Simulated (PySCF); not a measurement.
## Nuclear quadrupole coupling in `C=C(C#N)[Si@H]1CC=C(C)O1`

C₇H₉NOSi.
Cartesian coordinates in Å at the GFN2-xTB level; atoms count from 1:
```xyz
19
C7H9NOSi angstrom
C      2.1735    0.3052    1.6698
C      2.2103    0.4122    0.3409
C      3.4367    0.4223   -0.3462
N      4.4131    0.4340   -0.9490
Si     0.6753    0.5791   -0.7556
C     -0.0699   -1.0507   -1.4169
C     -1.4266   -1.0058   -0.7735
C     -1.6523    0.0184    0.0368
C     -2.8816    0.3372    0.8146
O     -0.6198    0.9204    0.2017
H      1.2335    0.3068    2.1959
H      3.0689    0.2221    2.2672
H      0.8363    1.6427   -1.7447
H      0.4652   -1.9551   -1.1209
H     -0.1594   -1.0826   -2.5024
H     -2.1558   -1.7732   -0.9637
H     -2.6503    0.3770    1.8782
H     -3.2625    1.3145    0.5210
H     -3.6445   -0.4152    0.6394
```

Field gradients from the PBE0/pcSseg-1 density (PySCF, non-relativistic), principal values in atomic units, ordered |Vxx| ≤ |Vyy| ≤ |Vzz|:

```csv
atom,Vxx,Vyy,Vzz
N4,0.4662,0.4975,-0.9636
O10,-0.6041,-0.9459,1.5500
```

Find the asymmetry η = (Vxx − Vyy)/Vzz and the couplings χ = eQV/h (234.96 MHz × Q in barn × V in au), with Q(14N) = 0.02044 b, Q(17O) = −0.0256 b.

```csv
atom,environment,nucleus,η,χzz (MHz),χxx (MHz),χyy (MHz)
N4,nitrile nitrogen,14N,0.03,-4.628,2.239,2.389
O10,silyl ether oxygen,17O,0.22,-9.32,3.63,5.69
```

The gradient is axial or nearly so (η below 0.05) at N4. 

What is Vzz at N4 in SI units (1 au = 9.71736 × 10²¹ V/m²)?

-0.9636 au = -9.364 × 10²¹ V/m².

And the gradient at the other heavy atoms, for which no coupling is worked out here?

| atom | environment | Vzz (au) | η |
| --- | --- | --- | --- |
| C1 | terminal =CH2 carbon | 0.448 | 0.11 |
| C2 | fully substituted alkene carbon | -0.266 | 0.74 |
| C3 | nitrile carbon | -0.401 | 0.07 |
| Si5 | oxygen-bound silicon | 0.507 | 0.74 |
| C6 | sp3 carbon bound to silicon | 0.075 | 0.73 |
| C7 | alkene CH carbon | -0.135 | 0.39 |
| C8 | vinylic carbon bearing oxygen | -0.406 | 0.37 |
| C9 | allylic carbon | 0.080 | 0.20 |

What couplings would deuterons (Q(2H) = 0.00286 b) have in place of the hydrogens, at this geometry?

| atom | bonded to | bond length (Å) | Vzz (au) | η | χzz (kHz) |
| --- | --- | --- | --- | --- | --- |
| H11 | C1 | 1.077 | 0.3280 | 0.03 | 220 |
| H12 | C1 | 1.080 | 0.3243 | 0.03 | 218 |
| H13 | Si5 | 1.461 | 0.1590 | 0.01 | 107 |
| H14 | C6 | 1.092 | 0.3124 | 0.02 | 210 |
| H15 | C6 | 1.090 | 0.3160 | 0.02 | 212 |
| H16 | C7 | 1.076 | 0.3421 | 0.09 | 230 |
| H17 | C9 | 1.089 | 0.3109 | 0.03 | 209 |
| H18 | C9 | 1.089 | 0.3103 | 0.02 | 209 |
| H19 | C9 | 1.086 | 0.3166 | 0.03 | 213 |

The structure is a single GFN2-xTB conformer in the gas phase; no vibrational or solvent corrections. GFN2-xTB bond lengths can be off by several hundredths of an ångström, more for odd bonds, and the gradients follow them. With so small a basis the couplings can be 20 % off.
